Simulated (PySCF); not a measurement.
PySCF 2.14 output of an unrestricted r2SCAN calculation on a single atom or ion in dyall-av2z (22s16p12d, 130 functions), with the non-relativistic Hamiltonian (point nucleus):

```
SCF conv_tol = 1e-09
number electrons alpha = 28  beta = 25
    J. W. Furness, A. D. Kaplan, J. Ning, J. P. Perdew, and J. Sun.,  J. Phys. Chem. Lett. 11, 8208-8215 (2020)
    J. W. Furness, A. D. Kaplan, J. Ning, J. P. Perdew, and J. Sun.,  J. Phys. Chem. Lett. 11, 9248-9248 (2020)
    J. W. Furness, A. D. Kaplan, J. Ning, J. P. Perdew, and J. Sun.,  J. Phys. Chem. Lett. 11, 8208-8215 (2020)
    J. W. Furness, A. D. Kaplan, J. Ning, J. P. Perdew, and J. Sun.,  J. Phys. Chem. Lett. 11, 9248-9248 (2020)
cycle= 1 E= -6919.91321252133  delta_E= -0.0185  |g|= 0.0351  |ddm|= 0.773
cycle= 2 E= -6919.91278279197  delta_E= 0.00043  |g|= 0.0219  |ddm|= 0.83
cycle= 3 E= -6919.91170277051  delta_E= 0.00108  |g|= 0.00623  |ddm|= 0.443
cycle= 4 E= -6919.91165516966  delta_E= 4.76e-05  |g|= 0.000935  |ddm|= 0.0881
cycle= 5 E= -6919.91165605201  delta_E= -8.82e-07  |g|= 0.000817  |ddm|= 0.0196
cycle= 6 E= -6919.91165529534  delta_E= 7.57e-07  |g|= 0.000112  |ddm|= 0.0129
cycle= 7 E= -6919.91165526469  delta_E= 3.06e-08  |g|= 3.16e-05  |ddm|= 0.00277
cycle= 8 E= -6919.91165526085  delta_E= 3.85e-09  |g|= 3.66e-06  |ddm|= 0.000751
cycle= 9 E= -6919.91165526085  delta_E= -4.55e-12  |g|= 3.23e-07  |ddm|= 3.79e-05
converged SCF energy = -6919.91165526085  <S^2> = 3.7526124  2S+1 = 4.001306
```

The run itself started from symmetry-adapted Hartree-Fock orbitals and held the occupation by maximum overlap, on a logarithmic radial grid, so the iterations belong to that start.

**Question.** Which element, charge and spin multiplicity is this?

**Answer.** I (iodine, neutral), multiplicity 4; the state was [Kr] 4d10 5s1 5p5 5d1, one real determinant (an excited configuration).

⟨L²⟩ = 7.96 against 12 for a pure F term, so this real determinant mixes terms. A non-relativistic calculation at this Z misses sizeable relativistic shifts. The outer electron is Rydberg-like, and this basis confines it to a smaller radius and binds it less than a complete one would. At r2SCAN the highest occupied level has a positive energy, so only the finite basis holds that electron; for this excited configuration the basis is too tight for the outer shell.
